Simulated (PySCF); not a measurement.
**Electronic absorption of BBr3**

Compound: BBr3.
Atom-mapped SMILES: `[Br:1][B:2]([Br:3])[Br:4]`

Level of theory: PySCF, TDDFT CAM-B3LYP/def2-SVPD, vertical, gas phase, core orbitals frozen in the response. Isolated species at its PBE0-D3(BJ)/def2-SVP geometry, gas phase. The CAM-B3LYP/def2-SVPD calculation is non-relativistic and has no spin–orbit coupling, an omission that weighs most on bromine.

Task: Predict the UV-vis stick spectrum at this level.

Result: 

```json
{"state": "S1", "E (eV)": "4.83", "λ (nm)": "256.6", "f": "0.0000", "|μ| (D)": "0.00", "symmetry": "–", "main configurations (H = HOMO, L = LUMO)": "H→L (99%)"}
{"state": "S2", "E (eV)": "5.61", "λ (nm)": "220.8", "f": "0.0000", "|μ| (D)": "0.00", "symmetry": "–", "main configurations (H = HOMO, L = LUMO)": "H-3→L (99%)"}
{"state": "S3", "E (eV)": "5.62", "λ (nm)": "220.8", "f": "0.0000", "|μ| (D)": "0.00", "symmetry": "–", "main configurations (H = HOMO, L = LUMO)": "H-4→L (99%)"}
{"state": "S4", "E (eV)": "6.03", "λ (nm)": "205.6", "f": "0.142", "|μ| (D)": "2.49", "symmetry": "E′", "main configurations (H = HOMO, L = LUMO)": "H-2/H-1→L (≥95%)"}
{"state": "S5", "E (eV)": "6.03", "λ (nm)": "205.6", "f": "0.142", "|μ| (D)": "2.49", "symmetry": "E′", "main configurations (H = HOMO, L = LUMO)": "H-2/H-1→L (≥95%)"}
{"state": "S6", "E (eV)": "7.05", "λ (nm)": "175.8", "f": "0.0000", "|μ| (D)": "0.00", "symmetry": "–", "main configurations (H = HOMO, L = LUMO)": "H→L+1 (74%), H→L+4 (13%)"}
```

The lowest singlet lies at 4.83 eV (257 nm, ultraviolet) and is dark (f under 0.0005); its leading configuration is HOMO→LUMO (99%). The most intense listed level is S4/S5 at 6.03 eV (206 nm, f = 0.283 summed), 1.20 eV above S1. S2/S3 and S4/S5 lie within about 0.01 eV of each other in each set; the point group D3h has degenerate representations, and within a degenerate level the listed configurations can mix freely. Löwdin shares by element: HOMO bromine 100%; LUMO bromine 53%, boron 47%. The oscillator strengths of these states sum to 0.283; summed over the whole spectrum of an exact calculation they would give the number of electrons, 110 (Thomas–Reiche–Kuhn). The listed states span 2.22 eV, and the widest gap between neighbours is 1.02 eV (S5 to S6). Orbital energies (eV): HOMO-3 -10.51, HOMO-2 -10.33, HOMO-1 -10.33, HOMO -9.63, LUMO -1.11, LUMO+1 0.36, LUMO+2 1.23. Symmetry labels in D3h follow from the direction of the transition dipole and are given only for states with f of 0.002 or more. Orbitals of the list HOMO-3 to LUMO+2 that lie within 0.01 eV of each other are written together with a slash and their weights summed (≥ marks a lower bound); for degenerate orbitals outside that list single weights are arbitrary. The window holds the lowest 6 singlets.
